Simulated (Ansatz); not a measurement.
A nudged elastic band was laid between two geometries of AlCl2H4N (8 atoms, charge 0, multiplicity 1).

Method: Ansatz 0.2.0, RKS B3LYP-D4/6-31G*.

```yaml
movable_images: 7
climbing_image: yes
spring: 5.0 eV/Å²
optimiser: quadratic models (default)
start_path: through a guess of the saddle point
force_threshold: 0.05 eV/Å
iteration_limit: 60
end_points: relaxed
```

Initial state:

```xyz
8
Properties=species:S:1:pos:R:3
Al 0.019 -0.052 0.200
H -0.137 0.859 1.478
Cl 1.922 -0.046 -0.796
Cl -1.682 -0.236 -1.099
N 0.056 -1.962 0.949
H -0.660 -2.532 0.495
H 0.964 -2.394 0.770
H -0.114 -1.984 1.956
```

Final state:

```xyz
8
Properties=species:S:1:pos:R:3
Al 0.129 -0.811 -0.507
H -0.262 0.539 2.544
Cl 1.917 0.244 -0.816
Cl -1.685 -0.011 -1.196
N 0.153 -2.366 0.316
H -0.668 -2.930 0.493
H 0.991 -2.815 0.662
H -0.207 -0.197 2.456
```

Question: What changes between the two ends?

Answer: Bonds broken: Al1–H2, N5–H8. Bonds formed: H2–H8. AlCl2H4N becomes AlCl2H2N + H2.

Question: Give the energies along the band, and the barrier.

Answer: The forces met the threshold. The highest image is number 4 of 0 to 8, 1.73 eV above the first end and 0.84 eV above the last; the last end lies 0.89 eV above the first. A vibrational analysis at the climbing image gives one clearly imaginary mode, 1307i cm⁻¹: a first-order saddle point. The orbitals stay closed-shell, which can raise the energy where a bond breaks towards radicals; this wasn't checked here.

| image | path coordinate (Å) | energy (eV) | Al1–H2 (Å) | N5–H8 (Å) | H2–H8 (Å) |
| --- | --- | --- | --- | --- | --- |
| 0 | 0.00 | 0.00 | 1.58 | 1.02 | 2.88 |
| 1 | 0.42 | 0.07 | 1.58 | 1.02 | 2.45 |
| 2 | 0.85 | 0.31 | 1.59 | 1.02 | 1.97 |
| 3 | 1.27 | 0.93 | 1.66 | 1.09 | 1.47 |
| 4 | 1.70 | 1.73 | 1.80 | 1.44 | 1.00 |
| 5 | 2.20 | 1.24 | 2.12 | 1.96 | 0.77 |
| 6 | 2.71 | 0.96 | 2.53 | 2.45 | 0.75 |
| 7 | 3.21 | 0.90 | 2.90 | 2.89 | 0.74 |
| 8 | 3.72 | 0.89 | 3.36 | 3.07 | 0.74 |

Question: What is the geometry of the highest image?

Answer: 
```xyz
8
Properties=species:S:1:pos:R:3
Al 0.058 -0.419 -0.067
H -0.159 0.076 1.646
Cl 1.932 0.278 -0.732
Cl -1.714 0.021 -1.119
N 0.084 -2.074 0.823
H -0.697 -2.724 0.781
H 0.954 -2.586 0.954
H -0.091 -0.919 1.667
```

Question: What are the harmonic wavenumbers there?

Answer: 1307i, 136, 142, 240, 280, 421, 531, 570, 668, 721, 755, 966, 1467, 1583, 1769, 1826, 3515, 3616 cm⁻¹.

Time of the run: 3 min on 1 thread of AMD EPYC 9R45 96-Core Processor (Zen 5) (shared host), peak memory 0.2 GiB.
